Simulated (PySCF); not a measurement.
PySCF job for C₃H₆OSi, SMILES C[Si@@H](O)C#C, TDA-PBE/def2-SVPD. Geometry: r2SCAN-D4/def2-SVP. The structure was generated by enumeration; whether it is a known compound was not checked. One conformer was computed; it need not be the lowest.

```python
import numpy as np
from pyscf import gto, scf, dft, tdscf

mol = gto.M(
    atom='''
    C     2.41363470    0.82914258    0.51142408
    C     1.27631778    0.39309520    0.41262789
    Si   -0.43548020   -0.27175184    0.25438695
    C    -1.59088395    1.04822723   -0.35566769
    O    -0.46908195   -1.50203350   -0.87191330
    H     3.41387956    1.21582605    0.59853436
    H    -0.83010723   -0.76980449    1.60738465
    H    -1.25880679    1.42335122   -1.33619591
    H    -2.61117725    0.64811295   -0.46631620
    H    -1.62553928    1.89646666    0.34568276
    H     0.16671839   -2.21594871   -0.74550627
    ''',
    basis='def2-SVPD',
    charge=0,
    spin=0,
    max_memory=1600,
    verbose=4,
)
mf = dft.RKS(mol, xc='pbe').density_fit(auxbasis='def2-universal-jkfit')
mf.grids.level = 3
mf.conv_tol = 1e-9
mf.max_cycle = 100
mf.kernel()
mf.grids = dft.Grids(mol).set(level=1).build(with_non0tab=True)  # coarser grid for the response kernel
td = tdscf.TDA(mf)
td.singlet = True
td.nstates = 10
td.conv_tol = 1e-4
td.positive_eig_threshold = 1e-6
td.kernel(x0=td.get_init_guess(mf, 15))
td.analyze()
tt = tdscf.TDA(mf)
tt.singlet = False
tt.nstates = 4
tt.conv_tol = 1e-4
tt.positive_eig_threshold = 1e-6
tt.kernel(x0=tt.get_init_guess(mf, 9))
tt.analyze(verbose=3)
```

Output:

```
PySCF version 2.14.0

[INPUT] verbose = 4
[INPUT] num. atoms = 11
[INPUT] num. electrons = 46
[INPUT] charge = 0
[INPUT] spin (= nelec alpha-beta = 2S) = 0
[INPUT] symmetry False subgroup None
[INPUT] Mole.unit = angstrom
[INPUT] Symbol           X                Y                Z      unit          X                Y                Z       unit  Magmom
[INPUT]  1 C      2.413634700000   0.829142580000   0.511424080000 AA    4.561108547747   1.566852394415   0.966451444708 Bohr   0.0
[INPUT]  2 C      1.276317780000   0.393095200000   0.412627890000 AA    2.411891052113   0.742842268881   0.779753703457 Bohr   0.0
[INPUT]  3 Si    -0.435480200000  -0.271751840000   0.254386950000 AA   -0.822938310671  -0.513536551447   0.480721665163 Bohr   0.0
[INPUT]  4 C     -1.590883950000   1.048227230000  -0.355667690000 AA   -3.006334961466   1.980862381011  -0.672114525457 Bohr   0.0
[INPUT]  5 O     -0.469081950000  -1.502033500000  -0.871913300000 AA   -0.886436415477  -2.838431944922  -1.647677341366 Bohr   0.0
[INPUT]  6 H      3.413879560000   1.215826050000   0.598534360000 AA    6.451297390651   2.297578249612   1.131066016542 Bohr   0.0
[INPUT]  7 H     -0.830107230000  -0.769804490000   1.607384650000 AA   -1.568675318721  -1.454719655560   3.037516765330 Bohr   0.0
[INPUT]  8 H     -1.258806790000   1.423351220000  -1.336195910000 AA   -2.378800076843   2.689743984866  -2.525044318664 Bohr   0.0
[INPUT]  9 H     -2.611177250000   0.648112950000  -0.466316200000 AA   -4.934409865195   1.224755973284  -0.881209905448 Bohr   0.0
[INPUT] 10 H     -1.625539280000   1.896466660000   0.345682760000 AA   -3.071824043923   3.583802591769   0.653245742384 Bohr   0.0
[INPUT] 11 H      0.166718390000  -2.215948710000  -0.745506270000 AA    0.315052097028  -4.187536167983  -1.408802674446 Bohr   0.0

nuclear repulsion = 205.329183569457
number of shells = 67
number of NR pGTOs = 225
number of NR cGTOs = 155
basis = def2-SVPD
ecp = {}


[settings echo left out]
init E= -482.204127789183
  HOMO = -0.333386670790727  LUMO = -0.101414113071029  gap/eV = 6.31229
cycle= 1 E= -481.844115831923  delta_E= 0.36  |g|= 0.907  |ddm|= 7.38
  HOMO = -0.0987283225677973  LUMO = -5.58943291553149e-05  gap/eV = 2.68501
cycle= 2 E= -481.160056523577  delta_E= 0.684  |g|= 1.97  |ddm|= 2.91
  HOMO = -0.225332899066033  LUMO = -0.040426696125933  gap/eV = 5.03155
cycle= 3 E= -481.993702744364  delta_E= -0.834  |g|= 0.337  |ddm|= 1.88
  HOMO = -0.256952903360086  LUMO = -0.0503940137006871  gap/eV = 5.62075
cycle= 4 E= -482.017948780398  delta_E= -0.0242  |g|= 0.16  |ddm|= 0.577
  HOMO = -0.257422570445251  LUMO = -0.0502783685754458  gap/eV = 5.63668
cycle= 5 E= -482.019681293858  delta_E= -0.00173  |g|= 0.142  |ddm|= 0.276
  HOMO = -0.253513752980034  LUMO = -0.0476803208058896  gap/eV = 5.60101
cycle= 6 E= -482.024870257834  delta_E= -0.00519  |g|= 0.0136  |ddm|= 0.14
  HOMO = -0.252759744335417  LUMO = -0.0473163620787584  gap/eV = 5.59040
cycle= 7 E= -482.02492647003  delta_E= -5.62e-05  |g|= 0.00444  |ddm|= 0.0276
  HOMO = -0.252979795662922  LUMO = -0.0475215870090469  gap/eV = 5.59080
cycle= 8 E= -482.024931256694  delta_E= -4.79e-06  |g|= 0.00123  |ddm|= 0.00666
  HOMO = -0.252932344967555  LUMO = -0.0474778979921369  gap/eV = 5.59070
cycle= 9 E= -482.024931722496  delta_E= -4.66e-07  |g|= 0.000222  |ddm|= 0.00221
  HOMO = -0.252944546897684  LUMO = -0.0474856887293194  gap/eV = 5.59082
cycle= 10 E= -482.024931737229  delta_E= -1.47e-08  |g|= 3.65e-05  |ddm|= 0.000451
  HOMO = -0.252944189560734  LUMO = -0.0474859716884843  gap/eV = 5.59080
cycle= 11 E= -482.024931737609  delta_E= -3.8e-10  |g|= 9.96e-06  |ddm|= 8.37e-05
  HOMO = -0.252943425665265  LUMO = -0.0474855688202909  gap/eV = 5.59079
Extra cycle  E= -482.024931737536  delta_E= 7.33e-11  |g|= 1.99e-05  |ddm|= 3.74e-05
converged SCF energy = -482.024931737536
tot grids = 41968
Overwritten attributes  positive_eig_threshold  of <class 'pyscf.tdscf.rks.TDA'>


******** <class 'pyscf.tdscf.rks.TDA'> for <class 'pyscf.df.df_jk.DFRKS'> ********
nstates = 10 singlet
deg_eia_thresh = 1.000e-03
wfnsym = None
conv_tol = 0.0001
eigh lindep = 1e-12
eigh level_shift = 0
eigh max_cycle = 100


Excitation energies (eV)
[5.65642958 6.01436391 6.17359878 6.25852405 6.54208673 6.88110364
 6.97712131 6.9845862  7.32843124 7.4585964 ]

** Singlet excitation energies and oscillator strengths **
Excited State   1:      5.65643 eV    219.19 nm  f=0.0011
      23 -> 24       -0.69441
Excited State   2:      6.01436 eV    206.15 nm  f=0.0068
      21 -> 24        0.13680
      22 -> 24       -0.54379
      23 -> 25        0.41368
Excited State   3:      6.17360 eV    200.83 nm  f=0.0094
      21 -> 24       -0.39456
      22 -> 25       -0.51335
      23 -> 25        0.26930
Excited State   4:      6.25852 eV    198.10 nm  f=0.0013
      21 -> 24       -0.54738
      22 -> 25        0.43689
Excited State   5:      6.54209 eV    189.52 nm  f=0.0360
      21 -> 25        0.63190
      22 -> 24        0.15796
      23 -> 25        0.21334
Excited State   6:      6.88110 eV    180.18 nm  f=0.0233
      21 -> 25        0.12131
      22 -> 26       -0.11281
      23 -> 26       -0.67863
Excited State   7:      6.97712 eV    177.70 nm  f=0.0243
      20 -> 24       -0.42718
      22 -> 26        0.50605
      23 -> 25        0.13824
      23 -> 26       -0.12759
Excited State   8:      6.98459 eV    177.51 nm  f=0.0555
      20 -> 24        0.54460
      20 -> 25        0.10381
      21 -> 25       -0.14270
      22 -> 24        0.10318
      22 -> 26        0.34888
      23 -> 25        0.12521
Excited State   9:      7.32843 eV    169.18 nm  f=0.0843
      20 -> 25        0.61584
      21 -> 26        0.14738
      22 -> 26       -0.19032
      23 -> 25        0.12025
Excited State  10:      7.45860 eV    166.23 nm  f=0.0156
      20 -> 25       -0.15213
      21 -> 26        0.68048

** Transition electric dipole moments (AU) **
state          X           Y           Z        Dip. S.      Osc.
  1         0.0775     -0.0413     -0.0068      0.0078      0.0011
  2        -0.0311     -0.1985     -0.0750      0.0460      0.0068
  3         0.2310     -0.0680     -0.0655      0.0623      0.0094
  4         0.0752     -0.0032     -0.0537      0.0086      0.0013
  5         0.4599      0.1123     -0.0219      0.2246      0.0360
  6        -0.2435      0.1661     -0.2263      0.1381      0.0233
  7         0.2710      0.1950      0.1748      0.1420      0.0243
  8         0.3247      0.4466      0.1389      0.3242      0.0555
  9         0.6812     -0.0734      0.0145      0.4696      0.0843
 10        -0.2654      0.1205      0.0213      0.0854      0.0156

** Transition velocity dipole moments (imaginary part, AU) **
state          X           Y           Z        Dip. S.      Osc.
  1         0.0096     -0.0090     -0.0074      0.0002      0.0007
  2        -0.0005     -0.0301     -0.0044      0.0009      0.0028
  3         0.0373     -0.0242     -0.0094      0.0021      0.0061
  4         0.0178     -0.0035     -0.0212      0.0008      0.0023
  5         0.0640      0.0036      0.0237      0.0047      0.0130
  6        -0.0461      0.0381     -0.0469      0.0058      0.0152
  7         0.0277      0.0521      0.0468      0.0057      0.0148
  8         0.0513      0.0734      0.0220      0.0085      0.0221
  9         0.1094     -0.0243     -0.0067      0.0126      0.0312
 10        -0.0561      0.0244     -0.0034      0.0038      0.0091

** Transition magnetic dipole moments (imaginary part, AU) **
state          X           Y           Z
  1        -0.5293     -0.0849     -0.1151
  2         0.1592     -0.1193      0.1072
  3        -0.1618     -0.0592     -0.0388
  4        -0.4545      0.1421     -0.1036
  5         0.2552     -0.3310     -0.0281
  6         0.0132     -0.2919     -0.2678
  7        -0.2459      0.0549     -0.2402
  8         0.2523      0.3339     -0.6157
  9        -0.0277     -0.3702      0.0489
 10         0.3593     -0.0310     -0.0978


******** <class 'pyscf.tdscf.rks.TDA'> for <class 'pyscf.df.df_jk.DFRKS'> ********
nstates = 4 triplet
deg_eia_thresh = 1.000e-03
wfnsym = None
conv_tol = 0.0001
eigh lindep = 1e-12
eigh level_shift = 0
eigh max_cycle = 100


Excitation energies (eV)
[4.83770247 5.18439417 5.25604424 5.81726274]

** Triplet excitation energies and oscillator strengths **
Excited State   1:      4.83770 eV    256.29 nm  f=0.0000
Excited State   2:      5.18439 eV    239.15 nm  f=0.0000
Excited State   3:      5.25604 eV    235.89 nm  f=0.0000
Excited State   4:      5.81726 eV    213.13 nm  f=0.0000
```

Self-consistency was reached.
